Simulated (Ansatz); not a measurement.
CH4ClFSeSi, SMILES `C[Si](F)(Cl)[SeH]`. The species carries charge 0 and has multiplicity 1. The structure was optimised at the PBE0-D4/def2-TZVP level. It is one conformer, not always the lowest.

```xyz
9

C    -0.485    0.809    0.750
Si    0.167   -0.081   -0.727
F    -1.076   -0.548   -1.608
Cl    1.306    1.157   -1.886
Se    1.496   -1.848   -0.259
H    -1.116    1.644    0.434
H    -1.084    0.135    1.366
H     0.337    1.195    1.354
H     0.454   -2.463    0.577
```

(1) What is the dipole moment at PBE/def2-TZVPP? (Estimate.)

(2) And with r2SCAN, B3LYP, ωB97M-V? (An estimate is asked.)

(3) Give the Mulliken charges with PBE, ωB97M-V, r2SCAN in def2-TZVPP. (Estimate.)

Answers

(1) Ansatz gave: 2.20 D, with components (-0.63, 0.28, 2.09) D in this frame, pointing from negative to positive charge.

(2) Computed: r2SCAN 2.29 D, B3LYP 2.24 D, ωB97M-V 2.25 D.

(3) Ansatz gave: 
```
atom    PBE  ωB97M-V  r2SCAN
  C1  -0.37    -0.43   -0.31
 Si2   0.57     0.62    0.69
  F3  -0.26    -0.29   -0.30
 Cl4  -0.21    -0.20   -0.24
 Se5  -0.15    -0.16   -0.17
  H6   0.12     0.13    0.09
  H7   0.11     0.12    0.08
  H8   0.13     0.14    0.10
  H9   0.06     0.07    0.06
```

B3LYP here is the variant with VWN-RPA as its local correlation; programs differ in this.
